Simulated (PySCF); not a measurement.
## Frontier levels across methods

C₂H₁₀BNSi.
Cartesian coordinates in Å at the PBE0-D3(BJ)/def2-SVP level; atoms count from 1:
```
atom  x, y, z in Å
C1    -1.6347   -0.9270   -0.2200
Si2   -0.1786    0.1028    0.4117
C3    -0.5578    1.9350    0.1322
B4     1.5382   -0.4385   -0.5109
N5     2.6210   -0.9394    0.2021
H6    -2.5772   -0.6194    0.2600
H7    -1.7498   -0.8009   -1.3083
H8    -1.4862   -1.9994   -0.0192
H9    -0.0578   -0.1247    1.8990
H10   -1.4942    2.2257    0.6342
H11    0.2482    2.5788    0.5169
H12   -0.6706    2.1434   -0.9438
H13    1.6653   -0.3426   -1.7162
H14    3.4925   -1.2219   -0.2304
H15    2.6145   -1.0581    1.2081
```

Basis pcSseg-1 throughout (PySCF), one geometry. Geometry: PBE0-D3(BJ)/def2-SVP, one conformer, isolated molecule.

How do the orbital energies, the gap and the dipole change with the method?

| method | kind | HOMO (eV) | LUMO (eV) | gap (eV) | μ (D) | SCF cycles |
| --- | --- | --- | --- | --- | --- | --- |
| BLYP | GGA | -6.00 | -1.00 | 5.00 | 1.80 | 14 |
| OPBE | GGA | -6.08 | -1.04 | 5.04 | 1.77 | 14 |
| PBE | GGA | -6.10 | -1.18 | 4.93 | 1.79 | 14 |
| B97-D | GGA | -6.12 | -1.02 | 5.10 | 1.76 | 13 |
| LDA | LDA | -6.15 | -1.39 | 4.76 | 1.80 | 14 |
| KT2 | GGA | -6.20 | -1.22 | 4.97 | 1.74 | 14 |
| BP86 | GGA | -6.21 | -1.24 | 4.98 | 1.78 | 14 |
| KT3 | GGA | -6.24 | -1.14 | 5.10 | 1.74 | 14 |
| B97-2 | global hybrid | -7.12 | -0.26 | 6.86 | 1.73 | 13 |
| B3LYP | global hybrid | -7.16 | -0.44 | 6.72 | 1.76 | 13 |
| PBE0 | global hybrid | -7.35 | -0.26 | 7.09 | 1.75 | 12 |
| mPW1PW91 | global hybrid | -7.38 | -0.25 | 7.13 | 1.73 | 12 |
| BHandHLYP | global hybrid | -8.53 | 0.75 | 9.28 | 1.70 | 12 |
| CAM-B3LYP | range-separated hybrid | -8.71 | 0.87 | 9.57 | 1.76 | 12 |
| wB97X-D | range-separated hybrid | -9.22 | 1.55 | 10.77 | 1.73 | 13 |
| LC-wPBE | range-separated hybrid | -10.05 | 2.00 | 12.05 | 1.74 | 13 |
| HF | Hartree–Fock | -10.33 | 3.15 | 13.48 | 1.60 | 9 |

The HOMO spans 4.33 eV, from BLYP down to HF, and the gap runs from 4.76 eV (LDA) to 13.48 eV (HF). Over the methods BLYP (0 %), OPBE (0 %), PBE (0 %), B97-D (0 %), LDA (0 %), KT2 (0 %), BP86 (0 %), KT3 (0 %), B97-2 (21 %), B3LYP (20 %), PBE0 (25 %), mPW1PW91 (25 %), BHandHLYP (50 %), HF (100 %), a straight line through the gap against the share of exact exchange rises by 0.85 eV for each 10 % (correlation coefficient 0.999). The dipole ranges from 1.60 D (HF) to 1.80 D (LDA). This basis has no diffuse functions.
